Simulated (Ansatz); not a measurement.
Mulliken charges of C$_{2}$H$_{4}$FNOSi, SMILES `OC1(F)C=N[SiH2]1` from PBE/def2-TZVPP in Ansatz (PBE0-D4/def2-TZVP geometry).

```
atom   x (Å)   y (Å)   z (Å)  charge (e)
  O1   1.542  -0.908  -0.099      -0.262
  C2   0.294  -0.527   0.314       0.208
  F3  -0.120  -1.330   1.362      -0.180
  C4  -0.786  -0.448  -0.765      -0.013
  N5  -1.187   0.755  -0.925      -0.250
 Si6  -0.109   1.354   0.374       0.346
  H7   1.505  -1.812  -0.437       0.190
  H8  -1.167  -1.305  -1.338       0.080
  H9  -0.821   1.850   1.576      -0.058
 H10   0.931   2.320  -0.059      -0.060
```

Task: By hand: the dipole of these point charges (1 e Å = 4.8032 D).

Result: Σ q r = (0.132, -0.042, -0.061) e Å, of length 0.151 e Å = 0.73 D.

Task: How does the dipole of the full density compare? (Estimate.)

Result: The calculation gave: (0.162, -0.209, -0.073) e Å, 1.32 D; the point charges give 0.55 times that, at 34° from its direction.

Point charges leave out the atoms' own dipoles, such as those of lone pairs, and Mulliken's split depends on the basis, so the two needn't agree.
